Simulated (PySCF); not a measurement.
Isomers of C6H9N3Si, one GFN2-xTB conformer each. Single-point energies are computed at PBE0/pcSseg-1 (PySCF, gas phase, no added dispersion term), electronic only.

```json
{"SMILES": "C#Cc1cnn([SiH](C)C)n1", "GFN2-xTB relative energy (kcal/mol)": "0.0"}
{"SMILES": "C/C(C#N)=N/[SiH2]CCC#N", "GFN2-xTB relative energy (kcal/mol)": "1.7"}
```

Conformers: `[CH:1]#[C:2][c:3]1[cH:4][n:5][n:6]([SiH:7]([CH3:8])[CH3:9])[n:10]1` with N5–N6–Si7–C8 -120°; `[CH3:1]/[C:2]([C:3]#[N:4])=[N:5]/[SiH2:6][CH2:7][CH2:8][C:9]#[N:10]` with C2–N5–Si6–C7 108°, N5–Si6–C7–C8 35°, Si6–C7–C8–C9 -71°.

Problem. What does PBE0/pcSseg-1 give for the same structures?

Solution. 
```json
{"SMILES": "C/C(C#N)=N/[SiH2]CCC#N", "PBE0/pcSseg-1 E (Eh)": "-687.11692", "PBE0/pcSseg-1 (kcal/mol)": "0.0", "GFN2-xTB (kcal/mol)": "1.7", "point group": "C1"}
{"SMILES": "C#Cc1cnn([SiH](C)C)n1", "PBE0/pcSseg-1 E (Eh)": "-687.10077", "PBE0/pcSseg-1 (kcal/mol)": "10.1", "GFN2-xTB (kcal/mol)": "0.0", "point group": "Cs"}
```

GFN2-xTB puts C#Cc1cnn([SiH](C)C)n1 lowest instead. As drawn, the lower has a C≡N group and a C=N bond, which the higher lacks; the higher has an aromatic ring, a C≡C bond and an N–N linkage, which the lower lacks.

Problem. Which frontier levels, dipoles and rotational constants go with these structures?

Solution. 
```json
{"SMILES": "C/C(C#N)=N/[SiH2]CCC#N", "HOMO (eV, PBE0/pcSseg-1)": "-7.80", "LUMO (eV)": "-2.23", "dipole (D)": "4.03", "A, B, C (MHz)": "1510, 909.2, 677.3"}
{"SMILES": "C#Cc1cnn([SiH](C)C)n1", "HOMO (eV, PBE0/pcSseg-1)": "-7.20", "LUMO (eV)": "-0.74", "dipole (D)": "1.17", "A, B, C (MHz)": "2413, 631.7, 597.2"}
```
